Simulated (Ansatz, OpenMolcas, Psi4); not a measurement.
## Predicting a hybrid from its neighbours: MoCl2O2

MoCl2O2 has 5 atoms, charge 0, and is taken as a singlet. As SMILES, `O=[Mo](=O)(Cl)Cl`. The shape is that of a PBE0-D4/def2-TZVP optimisation.

The vertical energy of the triplet above the singlet y, in eV, basis def2-SVP with a core potential; a is the functional's share of exact exchange. Programs: Ansatz 0.2.0, OpenMolcas 26.06, Psi4 1.11.

| functional | program | a | y (eV) |
| --- | --- | --- | --- |
| TPSS | OpenMolcas | 0 | 4.31 |
| revPBE | Ansatz | 0 | 3.95 |
| B3LYP | Psi4 | 0.2 | 3.79 |
| PBE0 | Psi4 | 0.25 | ? |
| BHLYP | Psi4 | 0.5 | 3.25 |

Task: Fit y = c + s·a to the known rows and predict PBE0.

Result: 
1. Means of the 4 rows: a = 0.1750, y = 3.825.
2. Σ(Δa)² = 0.1675, Σ(Δa·Δy) = -0.2945, so the slope is -0.2945/0.1675 = -1.7582.
3. Intercept: 3.825 − (-1.7582) × 0.1750 = 4.133. The largest residual of the fit is 0.18.
4. PBE0: 4.133 + (-1.7582) × 0.25 = 3.69 eV.

The run gave 3.73 eV, so the prediction is off by -0.04 eV, within the largest residual. Exact exchange favours the state with more unpaired electrons. The rows mix families of semi-local functionals, which the line can't see. Spin-orbit coupling is left out.
